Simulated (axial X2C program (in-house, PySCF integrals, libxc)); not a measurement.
**Testing model relations on CoB⁺**

A bond curve at the PBE0 level, with spin–orbit coupling, was computed with an in-house all-electron X2C program for linear molecules (integrals from PySCF) (basis Co dyall-cv3z [9s10p6d3f2g], B dyall-v3z [7s6p2d1f] (cores contracted in-house)) for the state Ω = 7/2 (⟨Sz⟩ = 1.50, ⟨Lz⟩ = 2.00 at PBE0). Its fit gives Re = 1.9021 Å, ωe = 571.4 cm⁻¹, ωexe = 5.22 cm⁻¹ and αe = 5.587e-03 cm⁻¹; the masses are 58.9332 and 11.0093 u. Two-component means X2C with spin–orbit coupling and atomic mean-field Coulomb and Gaunt terms.

Question: Find the reduced mass, Be and the force constant.

Answer: From the PBE0 values: μ = 9.2764 u. Be = 16.8576/(μ Re²) = 0.5023 cm⁻¹. k = 5.8918×10⁻⁷ μ ωe² = 1.78 mdyn/Å.

Question: Where do the fundamental and the first overtone lie?

Answer: ν(1←0) = ωe − 2ωexe = 561.0 cm⁻¹; ν(2←0) = 2ωe − 6ωexe = 1111.5 cm⁻¹.

Question: Estimate the centrifugal constant by the Kratzer relation.

Answer: D = 4Be³/ωe² = 1.55e-06 cm⁻¹.

Question: A Morse curve ties αe to the other constants (Pekeris). How well does that hold?

Answer: αe(Morse) = 6Be²/ωe × (√(ωexe/Be) − 1) = 5.891e-03 cm⁻¹; the PBE0 curve gives 5.587e-03 cm⁻¹, a ratio of 1.05.

The state is one determinant whose occupation by symmetry is held fixed; it was picked as the lowest of a PBE0 search that is not exhaustive. Density functionals use the spin component along the axis (collinear). PBE0 can misorder states that lie within some tenths of an eV, so this need not be the ground state of the molecule. The nearest other 2c determinant of the search, Ω = 1/2, lies 0.12 eV up at the distance of the search. The functionals have no current-density term, which raises determinants with orbital currents, atoms included. With several unpaired electrons one determinant need not be a pure state.
